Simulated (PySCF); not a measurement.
Cl₂GaHS, SMILES [SH][Ga]([Cl])[Cl].

Geometry optimised at PBE0-D3(BJ)/def2-SVP. Other conformers were not sampled.

These are PBE/def2-TZVP (PySCF) values and carry that method's errors.

Symmetry labels are those of the subgroup Cs that the program uses (full group Cs).

Q: List the valence orbital energies around the gap with their symmetry. (The exact figures need the calculation; the answer reports its results.)

A: 
```csv
orbital,symmetry,energy (eV)
HOMO−7,A',-10.63
HOMO−6,A',-9.46
HOMO−5,A',-8.97
HOMO−4,A",-8.58
HOMO−3,A",-8.07
HOMO−2,A',-7.91
HOMO−1,A',-7.87
HOMO,A",-7.11
LUMO,A',-2.56
LUMO+1,A",-2.05
LUMO+2,A',-0.91
LUMO+3,A',0.53
```
